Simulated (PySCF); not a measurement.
H4InN, SMILES [InH2][NH2].

Coordinates come from a PBE0-D3(BJ)/def2-TZVP optimisation. The def2 effective core potentials stand for the cores of In; spin–orbit coupling is left out.

Computed with PBE0/def2-TZVPD (PySCF).

Symmetry labels are those of the subgroup C2v that the program uses (full group C2v).

Computed valence orbital energies around the gap with their symmetry:
| orbital | symmetry | energy (eV) |
|---|---|---|
| HOMO−7 | A2 | -20.94 |
| HOMO−6 | B2 | -20.89 |
| HOMO−5 | A1 | -20.59 |
| HOMO−4 | B2 | -13.00 |
| HOMO−3 | A1 | -12.18 |
| HOMO−2 | A1 | -9.06 |
| HOMO−1 | B2 | -8.28 |
| HOMO | B1 | -6.99 |
| LUMO | B1 | -1.14 |
| LUMO+1 | A1 | -0.16 |
| LUMO+2 | A1 | 0.29 |
| LUMO+3 | A1 | 0.65 |
